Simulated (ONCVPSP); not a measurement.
Configuration tests for La (Z = 57) (ONCV)

```json
{"Element": "lanthanum (La)", "Generator": "ONCVPSP 4.0.1", "Type": "optimised norm-conserving Vanderbilt (ONCV)", "Functional": "Wu-Cohen", "Relativity": "scalar-relativistic", "Frozen core": "[Kr] 4d10", "Valence charge": "11", "Reference configuration": "5s2 5p6 5d1 6s2", "Partial waves": "5s+6s: rc 2.20 bohr, ncon 4, nbas 7, qcut 5.5 1/bohr, 3 projectors, debl 2.1 Ha; 5p: rc 2.05 bohr, ncon 4, nbas 7, qcut 4.8 1/bohr, 2 projectors, debl 1.8 Ha; 5d: rc 2.55 bohr, ncon 5, nbas 8, qcut 4.2 1/bohr, 3 projectors, debl 1.7 Ha; f scattering state at 0.36 Ha: rc 2.75 bohr, ncon 4, nbas 7, qcut 4.5 1/bohr, 2 projectors, debl 1.1 Ha", "Local potential": "polynomial inside 1.80 bohr (lpopt 2, dvloc0 0 Ha)", "Core correction": "Teter function, fcfact 4.5, rcfact 1.8"}
```

In the f channel the program set the typed energies aside and used -0.161, 0.939 Ha.

Energies are relative to the spin-unpolarised reference configuration 5s2 5p6 5d1 6s2; without spin polarisation the order of configurations can differ from experiment.

Task: Give the all-electron excitation energy and the error of the potential for: 5s2 5p6 5d1 6s1; 5s2 5p6 5d1 6s0; 5s2 5p6 5d0 6s0; 5s2 5p6 5d1.5 6s1.5.

Result:

| valence configuration | charge | ΔE all-electron (eV) | error AE − PS (meV) |
| --- | --- | --- | --- |
| 5s2 5p6 5d1 6s1 | +1 | 5.998 | -0.2 |
| 5s2 5p6 5d1 6s0 | +2 | 16.785 | -13 |
| 5s2 5p6 5d0 6s0 | +3 | 35.690 | -81 |
| 5s2 5p6 5d1.5 6s1.5 | 0 | 0.360 | -4.2 |
